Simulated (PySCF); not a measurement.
Part of a log for `C=CC[SiH3]`: ground state, then the species with a core hole.

Computed, not measured: delta-SCF UKS SCAN, pcX-2 on the ionised atom, pcseg-1 elsewhere, spin-free X2C (PySCF). Atoms in this output count from 0. The cycles run on a coarse integration grid; for E(ground) and E(ion) the exchange–correlation energy is redone on a finer one, so they differ from the last cycle, and only they enter the binding energy.

Coordinates (Å, GFN2-xTB):
```
C      1.563787    -1.257508     0.421140
C      1.020557    -0.055748     0.497626
C      0.122312     0.537082    -0.527463
Si    -1.691741     0.550831     0.072087
H      2.193169    -1.651872     1.200445
H      1.403003    -1.897341    -0.431403
H      1.199896     0.562159     1.368587
H      0.194414    -0.027086    -1.458292
H      0.433595     1.561960    -0.738098
H     -2.118422    -0.820681     0.348351
H     -2.522342     1.140163    -0.980256
H     -1.797031     1.357355     1.289509
```

```
ground state, core basis on atom 2 (C), 131 functions
  cycle   1  E = -409.10242661  |g| = 5.94e-02
  cycle   2  E = -409.10222795  |g| = 3.54e-02
  cycle   3  E = -409.10223655  |g| = 3.40e-02
  cycle   4  E = -409.10253297  |g| = 8.24e-03
  cycle   5  E = -409.10255281  |g| = 4.77e-04
  E(ground) = -409.13784094 Eh
hole in C 1s of atom 2
  cycle   1  E = -397.86021917  |g| = 1.51e+00
  cycle   2  E = -397.09592082  |g| = 1.87e+00
  cycle   3  E = -398.34426634  |g| = 4.28e-01
  cycle   4  E = -398.36812075  |g| = 3.40e-01
  cycle   5  E = -398.43316659  |g| = 5.77e-02
  cycle   6  E = -398.43456821  |g| = 1.62e-02
  cycle   7  E = -398.43470002  |g| = 6.57e-03
  cycle   8  E = -398.43472917  |g| = 1.68e-03
  cycle   9  E = -398.43473304  |g| = 9.94e-04
  cycle  10  E = -398.43473668  |g| = 6.55e-04
  cycle  11  E = -398.43473763  |g| = 4.65e-04
  E(ion) = -398.46904049 Eh   <S^2> = 0.7684   hole on atom = 1.000
```

Q: What is the C 1s binding energy of atom 2?

A: (-398.469040 − (-409.137841)) Eh × 27.2114 eV/Eh = 290.31 eV, for the sp3 carbon bound to silicon.

```
ground state, core basis on atom 1 (C), 131 functions
  cycle   1  E = -409.10320047  |g| = 6.27e-02
  cycle   2  E = -409.10244434  |g| = 6.11e-02
  cycle   3  E = -409.10306887  |g| = 3.72e-02
  cycle   4  E = -409.10343534  |g| = 6.44e-03
  cycle   5  E = -409.10344660  |g| = 5.57e-04
  cycle   6  E = -409.10344684  |g| = 1.38e-04
  E(ground) = -409.13924987 Eh
hole in C 1s of atom 1
  cycle   1  E = -397.85249456  |g| = 1.51e+00
  cycle   2  E = -397.05619321  |g| = 1.90e+00
  cycle   3  E = -398.31261764  |g| = 4.93e-01
  cycle   4  E = -398.37339533  |g| = 3.02e-01
  cycle   5  E = -398.42439987  |g| = 6.56e-02
  cycle   6  E = -398.42673656  |g| = 1.94e-02
  cycle   7  E = -398.42703424  |g| = 1.05e-02
  cycle   8  E = -398.42718897  |g| = 5.81e-03
  cycle   9  E = -398.42727936  |g| = 4.38e-03
  cycle  10  E = -398.42735408  |g| = 2.87e-03
  cycle  11  E = -398.42737909  |g| = 1.11e-03
  cycle  12  E = -398.42738076  |g| = 5.09e-04
  cycle  13  E = -398.42738281  |g| = 1.42e-04
  E(ion) = -398.46235280 Eh   <S^2> = 0.8350   hole on atom = 1.000
```

Q: What is the C 1s binding energy of atom 1?

A: (-398.462353 − (-409.139250)) Eh × 27.2114 eV/Eh = 290.53 eV, for the alkene CH carbon.

The ground state is recomputed for each atom, because the flexible core basis sits on the ionised atom alone; energies of different blocks can't be mixed. The structure is a single GFN2-xTB conformer in the gas phase; no vibrational or solvent corrections.

The run took 50 s on an Arm Neoverse N1 with one thread, on a shared host.

Conformer computed: `[CH2:1]=[CH:2][CH2:3][SiH3:4]`: C1–C2–C3–Si4 106°.
Labels such as C1 count atoms from 1, the log's own numbers from 0.
